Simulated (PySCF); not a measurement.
Electron correlation in Xe²⁺ (xenon, charge +2)

[Kr] 4d10 5s2 5p4, high-spin 3P determinant. Calculation: PySCF 2.14, in ANO-RCC-VTZP (7s6p4d2f1g, 68 functions); the spin-free X2C one-electron Hamiltonian (Gaussian nucleus). Frozen: [Kr] 4d10; 6 electrons correlated.

| level | correlation energy (mhartree) |
| --- | --- |
| CCSD | -110.69 |
| (T) | -2.92 |
| CCSD(T) | -113.61 |

Diagnostics: T1 = 0.0066, D1 = 0.0201, largest double amplitude 0.051.

Cost of the coupled-cluster step: of the order of 0.8 core-seconds, for 6 correlated electrons.

Iterations:

```
CC2 = 0
CCSD nocc = (np.int64(4), np.int64(2)), nmo = (45, 45)
frozen orbitals [[0, 1, 2, 3, 4, 5, 6, 7, 8, 9, 10, 11, 12, 13, 14, 15, 16, 17, 18, 19, 20, 21, 22], [0, 1, 2, 3, 4, 5, 6, 7, 8, 9, 10, 11, 12, 13, 14, 15, 16, 17, 18, 19, 20, 21, 22]]
max_cycle = 100
direct = 0
conv_tol = 1e-08
conv_tol_normt = 1e-06
diis_space = 8
diis_start_cycle = 0
Init t2, MP2 energy = -0.0928865024792169
Init E_corr(UCCSD) = -0.0928865024799248
cycle = 1  E_corr(UCCSD) = -0.106429724209855  dE = -0.0135432217  norm(t1,t2) = 0.0380022
cycle = 2  E_corr(UCCSD) = -0.109398498091516  dE = -0.00296877388  norm(t1,t2) = 0.0122274
cycle = 3  E_corr(UCCSD) = -0.110729519784103  dE = -0.00133102169  norm(t1,t2) = 0.00475431
cycle = 4  E_corr(UCCSD) = -0.110692666394436  dE = 3.68533897e-05  norm(t1,t2) = 0.000552298
cycle = 5  E_corr(UCCSD) = -0.110694716839124  dE = -2.05044469e-06  norm(t1,t2) = 7.3075e-05
cycle = 6  E_corr(UCCSD) = -0.110694652816332  dE = 6.40227923e-08  norm(t1,t2) = 1.38142e-05
cycle = 7  E_corr(UCCSD) = -0.110694777228257  dE = -1.24411925e-07  norm(t1,t2) = 2.02745e-06
cycle = 8  E_corr(UCCSD) = -0.110694754665831  dE = 2.25624259e-08  norm(t1,t2) = 4.66484e-07
cycle = 9  E_corr(UCCSD) = -0.110694753211082  dE = 1.45474921e-09  norm(t1,t2) = 8.99125e-08
UCCSD converged
E(UCCSD) = -7442.170725629444  E_corr = -0.1106947532110816
UCCSD(T) correction = -0.00292072366069001
```
